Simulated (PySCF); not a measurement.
Molfile (atoms numbered from 1):
```
C6H9NSi
     RDKit          3D

 17 17  0  0  0  0  0  0  0  0999 V2000
   -2.5383    0.4633   -0.3280 Si  0  0  0  0  0  4  0  0  0  0  0  0
   -1.2590   -0.8412   -0.8378 C   0  0  0  0  0  0  0  0  0  0  0  0
    0.0406   -0.6510   -0.1175 C   0  0  0  0  0  0  0  0  0  0  0  0
    1.0233    0.2330   -0.5757 C   0  0  0  0  0  0  0  0  0  0  0  0
    2.1947    0.3938    0.1571 C   0  0  0  0  0  0  0  0  0  0  0  0
    2.3482   -0.3340    1.3362 C   0  0  0  0  0  0  0  0  0  0  0  0
    1.4260   -1.1778    1.7902 N   0  0  0  0  0  0  0  0  0  0  0  0
    0.3127   -1.3247    1.0827 C   0  0  0  0  0  0  0  0  0  0  0  0
   -3.8205    0.2514   -1.0686 H   0  0  0  0  0  0  0  0  0  0  0  0
   -2.0142    1.8271   -0.6430 H   0  0  0  0  0  0  0  0  0  0  0  0
   -2.7967    0.3686    1.1401 H   0  0  0  0  0  0  0  0  0  0  0  0
   -1.6828   -1.8360   -0.6253 H   0  0  0  0  0  0  0  0  0  0  0  0
   -1.1200   -0.7773   -1.9292 H   0  0  0  0  0  0  0  0  0  0  0  0
    0.8702    0.7890   -1.5053 H   0  0  0  0  0  0  0  0  0  0  0  0
    2.9807    1.0730   -0.1806 H   0  0  0  0  0  0  0  0  0  0  0  0
    3.2582   -0.2305    1.9383 H   0  0  0  0  0  0  0  0  0  0  0  0
   -0.4281   -2.0302    1.4813 H   0  0  0  0  0  0  0  0  0  0  0  0
  1  2  1  0
  2  3  1  0
  3  4  1  0
  4  5  2  0
  5  6  1  0
  6  7  2  0
  7  8  1  0
  8  3  2  0
  1  9  1  0
  1 10  1  0
  1 11  1  0
  2 12  1  0
  2 13  1  0
  4 14  1  0
  5 15  1  0
  6 16  1  0
  8 17  1  0
M  END
```

A single conformation, rapidly exchanging positions averaged, no relativistic terms, isolated molecule. Coordinates at the PBE0-D3(BJ)/def2-SVP level; GIAO CAM-B3LYP/pcSseg-1 shieldings; PySCF 2.14.

Referencing at the same level of theory: TMS for ¹³C (182.45 ppm), ¹H (31.33 ppm), ²⁹Si (343.41 ppm); NH3 for ¹⁵N (267.29 ppm).

```
     atoms  nucleus  count  δ (ppm)
       H17       ¹H      1     8.52
       H14       ¹H      1     7.44
   H12/H13       ¹H      2     2.02
        N7      ¹⁵N      1    375.3
        C2      ¹³C      1        ?
       H15       ¹H      1        ?
H9/H10/H11       ¹H      3     3.85
       Si1     ²⁹Si      1        ?
        C8      ¹³C      1    158.6
        C3      ¹³C      1    144.0
        C6      ¹³C      1    156.0
       H16       ¹H      1     8.49
        C4      ¹³C      1    143.8
        C5      ¹³C      1        ?
```

Task: Complete the table.

Result: 
- C5: 131.5 ppm, aromatic CH; the aromatic region
- C2: 15.9 ppm, sp3 CH2 bonded to Si, on an aromatic ring
- H15: 7.11 ppm, hydrogen on an aromatic CH; aromatic region
- Si1: -58.0 ppm, silicon bonded to C, 3 H

Shifts are as computed, not scaled to solution data. Of 1313 compounds with measured shifts, 239 miss one by over three times the rms of a fit or turn the order of signals round; such compounds aren't used in these exercises. Experimental scales use liquid or dissolved standards, which lie at an offset from isolated NH3 (liquid NH3: subtract about 20 ppm). Unscaled 15N shifts of sp2 nitrogen come out 20 to 40 ppm too high even then.
